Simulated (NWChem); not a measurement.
# H₂S₂Si in NWChem

```xyz
5

Si     0.4343     0.9224     0.0000
S      1.3779    -1.0413     0.0000
H      0.2833    -1.8621     0.0000
S     -1.6401     0.2559     0.0000
H     -2.1686     1.5147     0.0000
```
Charge 0, spin multiplicity 1.

Program: NWChem. All single points use one geometry, from PBE/def2-SVP, a minimum by its harmonic frequencies. It is one conformer; others weren't searched.

Symmetry labels belong to the abelian group Cs used in the runs, with the axes of the coordinates shown.

The structure started from a generated list of species.

Q: List the lowest 4 singlet excitations that TDA-BHandHLYP/def2-SVPD gives, with oscillator strengths.

A: 
```tsv
state	symmetry	energy (eV)	wavelength (nm)	f
1	a"	4.01	309	0.031
2	a'	4.92	252	0.057
3	a"	5.79	214	0.001
4	a'	5.79	214	0.043
```
